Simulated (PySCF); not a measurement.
Level of theory: r2SCAN-D4/def2-TZVP run with PySCF. Gas-phase values, no solvent. One relaxed conformer stands for a flexible species; it need not be the lowest. Excitations are Tamm–Dancoff values on a coarser integration grid. The basis has no diffuse functions, so Rydberg states are missing or too high.

Reference species (SMILES): `[Cl][Ga]([Cl])[Cl]` (neutral, multiplicity 1).

The S1 oscillator strength is 0.000. The S1–T1 gap (TDA) comes out as 0.38 eV, the S1 excitation (TDA) comes out as 5.89 eV and the HOMO–LUMO gap is 5.78 eV.

Changed species: `[Cl][Ga]([SH])[Cl]` (H–S–Ga–Cl torsion 180°) (1 of 3 Cl replaced by SH; the reference has 0 of 3 Cl replaced by SH).

**Question.** Give the shifts of the S1 oscillator strength, S1–T1 gap (TDA), S1 excitation (TDA) and HOMO–LUMO gap.

**Answer.** the S1 oscillator strength stays essentially unchanged; the S1–T1 gap (TDA) rises by 0.06 eV, to 0.44 eV; the S1 excitation (TDA) drops by 0.64 eV, to 5.25 eV; the HOMO–LUMO gap falls by 0.59 eV, to 5.19 eV.
